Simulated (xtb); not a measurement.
Sb(F)2(Me) (CH3F2Sb), SMILES [F][Sb]([F])[CH3]. All values are semi-empirical tight-binding results from xtb (GFN2-xTB unless named), good for trends rather than for accurate numbers. Geometry: GFN2-xTB.

The geometry has at least one imaginary mode, so it is a saddle point at that level.

For metal compounds this method's bond lengths and energies can be far off.

Computed properties:
```yaml
orbital_gap: 4.29 eV
```
